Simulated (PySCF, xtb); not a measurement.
SiCl2FI, SMILES [Si](I)(Cl)(Cl)F.

Harmonic wavenumbers (cm⁻¹) from GFN2-xTB (xtb) at its own minimum, in rising order: 104, 115, 167, 185, 201, 363, 534, 581, 838.

Question: What does PBE0-D3(BJ)/def2-SVP run with PySCF give at its own minimum? (An estimate is asked for; the answer gives what the named calculation found.)

Answer: 121, 135, 201, 210, 257, 371, 571, 643, 935. Paired by order, the mean absolute difference is 40 cm⁻¹ and the zero-point energies are 4.4 and 4.9 kcal/mol.
